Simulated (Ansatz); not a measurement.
BrGaH2O (`[OH][GaH][Br]`), relaxed with RKS PBE0-D4/def2-TZVP in Ansatz from a PBE-D4/def2-SVP geometry. The force threshold is 0.005 eV/Å; the program also tests the step.

Charge 0, multiplicity 1.

Start:

```xyz
5

O     0.844    0.603   -0.941
Ga    0.120   -0.221    0.477
Br   -2.167   -0.548    0.419
H     0.180    0.839   -1.617
H     1.023   -0.673    1.662
```

(1) By how much does the energy fall, and how many steps does the optimiser take? (Best estimate.)

(2) Which bonds change most? (Best estimate.)

(3) Give the relaxed structure. (Estimate.)

## Answers

(1) Computed: 1.62 kJ/mol, in 6 steps, 1 of them rejected.

(2) Ansatz gave: Ga2–Br3 from 2.311 to 2.290 Å; O1–Ga2 from 1.793 to 1.773 Å; O1–H4 from 0.976 to 0.960 Å; Ga2–H5 from 1.557 to 1.543 Å.

(3) Computed: 
```xyz
5

O     0.824    0.599   -0.939
Ga    0.132   -0.217    0.474
Br   -2.135   -0.539    0.410
H     0.173    0.832   -1.605
H     1.007   -0.675    1.660
```
